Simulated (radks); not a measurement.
Values are calculated unless marked as measured or tabulated.
Question: The chromium ion Cr13+ is in [Ne] 3s1. Level of theory: Dirac Kohn-Sham, BLYP, spin-unpolarised, spherical densities, finite nucleus; Fermi nuclear charge, rms radius of each element as measured or else 0.836 A^(1/3) + 0.57 fm (a radial shooting solver on a logarithmic mesh with Libxc functionals). Sub-shells are occupied by j as written (lower j first in brackets). One electron is removed from 3s1/2, 2p3/2, 2s1/2, 2p1/2 in turn, with full relaxation. Which removal costs least, and what does each cost?

Answer: 3s1/2 384.90 eV; 2p3/2 971.40 eV; 2p1/2 980.77 eV; 2s1/2 1072.4 eV. The 3s1/2 electron leaves first.
